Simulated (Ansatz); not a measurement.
`[NH2][Ga]([F])[F]` + GeH₄ → `[NH2][Ga]([F])[GeH3]` + H–F at 700 K and 1 bar (formal exchange of groups at a Ga–F bond).

Calculated with Ansatz (gas phase, PBE0-D4/def2-TZVP geometries, no zero-point term in ΔE). CCSD(T)/CBS adds triple-zeta CCSD(T) − MP2 to the extrapolated MP2 energy (def2 sets, frozen cores). This one scheme is used for every species. For Ga, Ge outer-core shells are correlated without core-valence functions, which leaves a few kJ/mol of doubt a bond. Scalar relativity is left out up to krypton. Each species was taken in one conformer, which may not be the lowest.

```
               species  CCSD(T)/CBS energy (Eh)  H − E (kJ/mol)  S (J/(mol·K))
   `[NH2][Ga]([F])[F]`              -2179.54122           134.6          403.9
                  GeH₄              -2078.49493           112.9          267.3
`[NH2][Ga]([F])[GeH3]`              -4157.63173           212.9          498.4
                   H–F               -100.39570            45.2          198.5
```

H − E and S are ideal-gas, rigid-rotor, harmonic terms from PBE0-D4/def2-TZVP, for one conformer and one mirror image of each species. 1 Eh = 2625.50 kJ/mol, R = 8.31446 J/(mol·K).

Question: By hand: ΔE, ΔH, ΔS and ΔG.

Answer: ΔE = (-4157.63173) + (-100.39570) − (-2179.54122) − (-2078.49493) = 0.00872 Eh = 22.9 kJ/mol. Δ(H − E) = 212.9 + 45.2 − 134.6 − 112.9 = 10.6, so ΔH = 33.5 kJ/mol. ΔS = 498.4 + 198.5 − 403.9 − 267.3 = 25.7 J/(mol·K). ΔG = 33.5 − 700 × (25.7)/1000 = 15.5 kJ/mol.

Question: By hand: the equilibrium constant, and the temperature at which ΔG would vanish if ΔH and ΔS stayed fixed.

Answer: log₁₀ K = −ΔG/(RT ln 10) = -1.2. ΔG = 0 at ΔH/ΔS = 1304 K.

TΔS isn't small against ΔH here. A doubt of 5 kJ/mol in ΔE shifts log₁₀ K by 0.4 here. Other conformers and mirror images would add mixing entropy, several J/(mol·K) or more a flexible species. Modes under 60 cm⁻¹, often nearly free rotors, make the harmonic entropy too high. These are equilibria of isolated gas molecules and say nothing of rates. Largest T1 diagnostic: 0.014 (customary marks: 0.02 for closed shells, 0.045 for open ones).
